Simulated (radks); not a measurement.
Excited configurations of Ga I: one electron is placed in a higher orbital outside [Ar] 3d10 4s2. The ground configuration is [Ar] 3d10 4s2 4p1. Calculated with a radial shooting solver on a logarithmic mesh with Libxc functionals: scalar-relativistic Kohn-Sham, PBE, spin-polarised, spherical densities, finite nucleus; open shells are filled with parallel spins first; Fermi nuclear charge, rms radius 3.9973 fm. Excitation = E - E(ground); binding = E(ion) - E, where the ion is the core of charge +1; n* = 1/sqrt(2 binding) in atomic units, and the quantum defect is n - n*.

outer orbital  excitation (eV)  binding (eV)     n*  quantum defect
5p                       3.719         2.153  2.514           2.486
5f                       5.201         0.671  4.502           0.498
6p                       4.671         1.201  3.365           2.635
6f                       5.383         0.489  5.273           0.727
7s                       4.913         0.959  3.766           3.234

The Delta-SCF ionisation energy is 5.873 eV (NIST Atomic Spectra Database: 5.999 eV, measured). Self-interaction in the functional shifts the binding energies and quantum defects, so they are the method's values and not measured ones. Open shells are spherical and high-spin; term and fine-structure splittings are not resolved.
